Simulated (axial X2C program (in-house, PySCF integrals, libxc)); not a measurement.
# Low determinants of RuTe⁺ at the PBE0 level, spin-free

All values were computed with an axial X2C code built on PySCF integrals. Spin-free means the one-electron spin-free X2C Hamiltonian. Basis: Te dyall-cv3z [11s12p8d4f1g], Ru dyall-cv3z [12s12p8d5f3g] (cores contracted in-house); Gaussian nuclei, density fitting, unrestricted open shells. Masses: Te 129.906 u, Ru 101.904 u.

Search at 2.420 Å (vertical energies from the lowest determinant):

| ΔE (eV) | state | electrons beyond evenly filled partner blocks | electrons in σ, π, δ, φ |
| --- | --- | --- | --- |
| 0.00 | M_S = 5/2, Λ = 0 | σα, π+α, π-α, δ+α, δ-α | 39 42 14 0 |
| 0.57 | M_S = 3/2, Λ = 3 | σα, π+α, δ+α, δ+β, δ-α | 39 41 15 0 |
| 0.57 | M_S = 3/2, Λ = 1 | σα, π-α, δ+α, δ+β, δ-α | 39 41 15 0 |
| 0.89 | M_S = 3/2, Λ = 2 | σα, π+α, π+β, δ+α, δ-α | 39 42 14 0 |
| 0.89 | M_S = 3/2, Λ = 0 | σα, π+β, π-α, δ+α, δ-α | 39 42 14 0 |
| 1.01 | M_S = 5/2, Λ = 3 | σα, 2 × π+α, π+β, 2 × π-α, δ+α, δ+β, δ-α | 39 41 15 0 |
| 1.04 | M_S = 3/2, Λ = 1 | π+α, δ+α, δ-α | 40 41 14 0 |

Lowest determinant, M_S = 5/2, Λ = 0 (beyond evenly filled blocks: σα, π+α, π-α, δ+α, δ-α): Re = 2.461 Å, ωe = 247.8 cm⁻¹.

The determinant in row 2 of the search, M_S = 3/2, Λ = 3 (beyond evenly filled blocks: σα, π+α, δ+α, δ+β, δ-α), was followed along the bond at PBE0; measured from the minimum of the lowest determinant it gives:

Te = 0.583 eV (4705 cm⁻¹), Re = 2.411 Å, ωe = 251.0 cm⁻¹.

Compare the bond of the determinant in row 2 with that of the lowest one.

At PBE0 its Re is 0.050 Å shorter and its force constant, which goes as ωe², is 1.03 times that of the lowest determinant. This determinant mixes spin states, so it has no term energy of its own.

The search compares states at one distance, so a state with another bond length can lie lower; it is not exhaustive and yields mostly the lowest determinant of each block pattern, so other components and higher states of one pattern are missing. These are energies of single determinants, not of spin-adapted states; PBE0 term energies can be off by some tenths of an eV, and the functional has no current term. The lowest determinant need not be the ground state where others lie within half an eV. Row 2 is spin-contaminated (⟨S²⟩ = 4.14 against 3.75), so its values are not those of a pure state.
